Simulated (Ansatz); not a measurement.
One change: `[SiH3][O][Ge][O][SiH3]` becomes `[OH][Ge][O][SiH3]`.

Ansatz, PBE0-D4/def2-TZVP geometries, multiplicity 1. Each molecule was computed in one conformer, which needn't be the lowest.

Scalar relativity is left out up to krypton.

```csv
property,`[SiH3][O][Ge][O][SiH3]`
size of the dipole moment (ωB97M-V/def2-TZVPP) / D,1.27
HOMO–LUMO gap (B3LYP/def2-TZVPP) / eV,5.52
HOMO energy (ωB97M-V/def2-TZVPP) / eV,-10.20
size of the dipole moment (B3LYP/def2-TZVPP) / D,1.24
size of the dipole moment (PBE/def2-TZVPP) / D,1.10
HOMO–LUMO gap (PBE/def2-TZVPP) / eV,3.95
```

**Question.** What does the change do to each property? (An estimate is asked.)

**Answer.** The calculation gave: 
```json
{"property": "size of the dipole moment (ωB97M-V/def2-TZVPP) / D", "`[OH][Ge][O][SiH3]`": "0.66", "shift": "-0.61"}
{"property": "HOMO–LUMO gap (B3LYP/def2-TZVPP) / eV", "`[OH][Ge][O][SiH3]`": "5.60", "shift": "0.08"}
{"property": "HOMO energy (ωB97M-V/def2-TZVPP) / eV", "`[OH][Ge][O][SiH3]`": "-10.06", "shift": "0.14"}
{"property": "size of the dipole moment (B3LYP/def2-TZVPP) / D", "`[OH][Ge][O][SiH3]`": "0.69", "shift": "-0.55"}
{"property": "size of the dipole moment (PBE/def2-TZVPP) / D", "`[OH][Ge][O][SiH3]`": "0.55", "shift": "-0.55"}
{"property": "HOMO–LUMO gap (PBE/def2-TZVPP) / eV", "`[OH][Ge][O][SiH3]`": "4.02", "shift": "0.07"}
```

With PBE0 the HOMO rises by 0.15 eV and the LUMO rises by 0.23 eV, so the gap widens by about 0.08 eV. PBE moves the HOMO by 0.17 eV and ωB97M-V by 0.14 eV. The zero-point energy changes by -41.6 kJ/mol with -9 modes. Dipoles are sizes alone; their direction can turn.

B3LYP here is the variant with VWN-RPA as its local correlation; programs differ in this.
